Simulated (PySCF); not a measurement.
Compound: C5H11BS2.
SMILES: `CCC[C@H]1CSBS1`

Torsions of this conformer, `[CH3:1][CH2:2][CH2:3][C@H:4]1[CH2:5][S:6][BH:7][S:8]1`: C1–C2–C3–C4 178°, C2–C3–C4–C5 68°.

The closed-shell ground state was solved at several levels (PySCF, density fitting, gas phase, non-relativistic). The structure is a single PBE0-D3(BJ)/def2-SVP conformer in the gas phase; no vibrational or solvent corrections.

```csv
level,basis functions,HOMO (eV),LUMO (eV),gap (eV),dipole (D)
PBE0/def2-SVPD,262,-6.92,-0.77,6.15,2.63
PBE0/pcSseg-1,205,-6.95,-0.73,6.22,2.54
```

Q: Estimate the row for B3LYP/pcSseg-1, a basis of 205 functions; the other rows only guide the guess.

A: HOMO -6.70 eV, LUMO -0.86 eV, gap 5.84 eV, dipole 2.48 D.

Q: Over all these levels, which gives the widest orbital gap and which the narrowest?

A: PBE0/pcSseg-1 (global hybrid, 25 % exact exchange) has the widest, 6.22 eV, and B3LYP/pcSseg-1 (global hybrid, 20 % exact exchange) the narrowest, 5.84 eV. The two share the basis. From the narrowest to the widest the HOMO moves by -0.25 eV and the LUMO by +0.13 eV.

Q: How far do the dipole and the HOMO energy spread over the levels?

A: The dipole runs from 2.48 to 2.63 D (mean 2.55 D) and the HOMO from -6.95 to -6.70 eV.
